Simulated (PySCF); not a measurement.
Delta-SCF ions had no search for a lower state. Excitations are Tamm–Dancoff values on a coarser integration grid. The basis has no diffuse functions, so Rydberg states are missing or too high.

Z-matrix (Å, degrees):
```
In
H 1 1.7162
H 1 1.7162 2 136.25
Cl 1 2.3651 2 111.87 3 -180.00
```
Charge 0, multiplicity 1.

### Question
Give the dipole moment, total energy, T1 excitation (TDA), S1 excitation (TDA) and vertical ionisation energy (Delta-SCF) at the level PBE-D3(BJ)/def2-TZVP (PySCF).

### Answer

The dipole moment is 2.79 D, the total energy is -651.3872 Ha and the T1 excitation (TDA) is 4.07 eV. The S1 excitation (TDA) is 4.20 eV and the vertical ionisation energy (Delta-SCF) comes out as 10.11 eV.
